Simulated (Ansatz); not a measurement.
Cost and result for the atomization energy of C₃H₃FO₂Sn (`[F][Sn-]1[O]C=CC=[O+]1`) (10 atoms, 10 bonds).

Z-matrix (Å, degrees):
```
Sn
O 1 2.162
O 1 2.162 2 84.3
F 1 1.949 2 89.5 3 -89.5
C 2 1.263 1 126.1 3 17.7
C 3 1.263 1 126.1 2 -17.7
C 5 1.390 2 127.8 1 -11.9
H 5 1.097 2 115.2 1 169.3
H 6 1.097 3 115.2 1 -169.3
H 7 1.081 5 117.7 2 -179.9
```

The species carries charge 0 and has multiplicity 1. Correlated methods include outer-core shells of Sn, which these sets cover unevenly. Sn takes the def2 core potential. The structure was optimised at the PBE0-D4/def2-TZVP level. Program: Ansatz. All runs use 4 threads of an Arm Neoverse V1 on a shared host. Times are those of one run each, without the atoms' runs, and a repeat can differ threefold. Electronic energies, without spin–orbit coupling; frozen cores. CCSD(T)/CBS adds CCSD(T) − MP2 in def2-TZVPP to the MP2 limit, and its time is that of the two runs behind it. T1 = 0.019. With those shells the extrapolation isn't a true limit. B3LYP takes the VWN-RPA correlation (the form of Gaussian; ORCA's B3LYP/G). HSE06 is the plane-wave form, built on full-range PBE exchange.

CCSD(T)/CBS is a level of theory with its own doubt, some kJ/mol a heavy atom from the limit and from the frozen cores, so smaller differences don't rank the functionals.

```json
{"level": "BHLYP-D4/def2-TZVPP", "functions": "278", "wall time": "4.9 s"}
{"level": "HSE06-D4/def2-TZVPP", "functions": "278", "wall time": "5.5 s"}
{"level": "CAM-B3LYP-D4/def2-TZVPP", "functions": "278", "wall time": "6 s"}
{"level": "B3LYP-D4/def2-TZVPP (with forces)", "functions": "278", "wall time": "8 s"}
{"level": "r2SCANh-D4/def2-TZVPP", "functions": "278", "wall time": "8 s"}
{"level": "PBE-QIDH/def2-TZVPP", "functions": "278", "wall time": "11 s"}
{"level": "ωB97X-V/def2-TZVPP", "functions": "278", "wall time": "12 s"}
{"level": "B97M-V/def2-TZVPP", "functions": "278", "wall time": "15 s"}
{"level": "ωB97M-V/def2-TZVPP (with forces)", "functions": "278", "wall time": "18 s"}
{"level": "CCSD(T)/def2-SVP", "functions": "125", "wall time": "26 s"}
{"level": "MP2/def2-QZVPP", "functions": "514", "wall time": "37 s"}
{"level": "CCSD(T)/def2-TZVPP", "functions": "278", "wall time": "12 min"}
{"level": "CCSD(T)/CBS(def2)", "functions": "–", "wall time": "12 min"}
```

Question: What atomization energy does each give, and how far from CCSD(T)/CBS? (An estimate is asked.)

Answer: The calculation gave: 
| level | atomization (kcal/mol) | difference from CCSD(T)/CBS | per bond |
| --- | --- | --- | --- |
| BHLYP-D4/def2-TZVPP | 999.9 | -54.0 | -5.4 |
| HSE06-D4/def2-TZVPP | 1059.0 | 5.1 | 0.5 |
| CAM-B3LYP-D4/def2-TZVPP | 1058.1 | 4.2 | 0.4 |
| B3LYP-D4/def2-TZVPP (with forces) | 1054.2 | 0.3 | 0.0 |
| r2SCANh-D4/def2-TZVPP | 1048.2 | -5.7 | -0.6 |
| PBE-QIDH/def2-TZVPP | 1042.1 | -11.8 | -1.2 |
| ωB97X-V/def2-TZVPP | 1055.1 | 1.2 | 0.1 |
| B97M-V/def2-TZVPP | 1060.8 | 6.9 | 0.7 |
| ωB97M-V/def2-TZVPP (with forces) | 1053.7 | -0.2 | 0.0 |
| CCSD(T)/def2-SVP | 990.2 | -63.7 | -6.4 |
| MP2/def2-QZVPP | 1078.7 | 24.8 | 2.5 |
| CCSD(T)/def2-TZVPP | 1017.9 | -36.0 | -3.6 |
| CCSD(T)/CBS(def2) | 1053.9 | 0.0 | 0.0 |

From r2SCAN to r2SCAN0 (25 % exact exchange), in def2-TZVPP and without D4, the atomization energy moves by −35.4 kcal/mol: exact exchange takes away binding that semilocal exchange gives to molecules. At CCSD(T), def2-SVP lies −63.7 kcal/mol from the extrapolated value and def2-TZVPP −36.1 kcal/mol: correlation converges slowly with the basis, and small sets miss more of it in the bonded molecule than in its fragments. The D4 term adds +11.5 kcal/mol with B3LYP and +6.0 kcal/mol with PBE0; it sums over pairs of atoms, weighted by their polarisabilities, and B3LYP, whose exchange is more repulsive, gets the larger term.

Spin–orbit coupling would lower the free Sn atoms strongly, and the atomization energy with them, by more than many differences here. For some Ge, Se and Sn compounds the MP2-based and the directly extrapolated limit differ by 10 to 25 kJ/mol.
